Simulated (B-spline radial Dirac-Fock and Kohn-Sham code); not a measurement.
## Two-hole binding energies of W⁺

System: W⁺, configuration 1s2 2s2 2p6 3s2 3p6 3d10 4s2 4p6 4d10 4f14 5s2 5p6 5d4 6s1, inside a Watson sphere of charge -1 and radius 2 Å (a model of the Madelung potential; inside it an electron's potential energy is raised by 7.2 eV).

The computed values come from a radial finite-basis atomic code: ΔSCF Dirac-Fock with Breit, self-energy and vacuum polarisation, finite nucleus, configuration average. U is the two-hole binding energy less the two single-hole energies, the effective repulsion of the holes after relaxation. Each two-hole energy is an average over J within one jj subconfiguration.

```
          holes  E(a) (eV)  E(b) (eV)  E(ab) (eV)  U (eV)
           1s⁻²    69529.8    69529.8    140447.5  1388.0
   1s⁻¹ 2p3/2⁻¹    69529.8    10214.8     80077.2   332.6
        2p1/2⁻²    11552.3    11552.3     23386.2   281.6
2p1/2⁻¹ 2p3/2⁻¹    11552.3    10214.8     22005.2   238.1
        2p3/2⁻²    10214.8    10214.8     20658.5   228.8
   2s⁻¹ 3p1/2⁻¹    12115.9     2586.5     14791.0    88.7
   2s⁻¹ 3p3/2⁻¹    12115.9     2293.6           ?       ?
   2p1/2⁻¹ 3s⁻¹    11552.3     2835.1     14472.1    84.7
2p1/2⁻¹ 3p3/2⁻¹    11552.3     2293.6     13931.9    85.9
2p1/2⁻¹ 3d3/2⁻¹    11552.3     1880.4     13524.2    91.5
        3p3/2⁻²     2293.6     2293.6      4643.7    56.5
        3d5/2⁻²     1818.0     1818.0      3702.7    66.8
5p1/2⁻¹ 5p3/2⁻¹      57.73      47.93       119.7    14.0
        4f5/2⁻²      42.16      42.16       107.0    22.7
```

Question: Give the missing two-hole energy and U.

Answer: E(ab) = 14490.8 eV and U = 81.3 eV.
